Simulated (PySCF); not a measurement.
YbO at PBE0

Level: PBE0. PySCF, spin-free X2C with a Gaussian nucleus, basis sets Yb x2c-SVPall, O x2c-SVPall.

- state: triplet, about 13.3 electrons in the 4f shell (Mulliken), real f orbitals that mix terms, a second solution, started from another occupation
- bond length: 0.1777 nm
- harmonic wavenumber: 831 cm⁻¹
- force constant: 5.95 mdyn/Å
- rotational constant Be: 0.3646 cm⁻¹
- anharmonicity ωexe: 6.22 cm⁻¹
- vibration–rotation constant αe: 0.00224 cm⁻¹
- energy of the minimum from ground-state Yb (4f14 6s2) + O: -3.85 eV
- bond order (Mayer): 2.31
- dipole moment (positive dipole means Yb(−)O(+)): -4.86 D

These are scalar-relativistic numbers at best; spin–orbit coupling would shift them, the dissociation energy most.
